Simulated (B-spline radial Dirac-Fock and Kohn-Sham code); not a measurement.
In the model described below, an L2 (2p1/2) vacancy in the Co¹⁵⁺ ion in the configuration [Ne] 3s2, lives for 140 fs, which corresponds to a natural width of 0.00454 eV. Out of 1000 such holes, about 78 decay by emitting a photon and the rest by ordinary Auger emission. The strongest X-ray line is Lη (L2-M1) at 806.2 eV, with 100 % of the radiative rate. The strongest electron group is L2-M1M1 near 260 eV, with 100 % of the non-radiative rate.

These are calculated numbers from a radial finite-basis atomic code; the model is independent-particle rates on relativistic LDA orbitals of the hole state (multipoles up to L = 3, Coulomb Auger matrix elements, transition energies from Dirac-Fock).
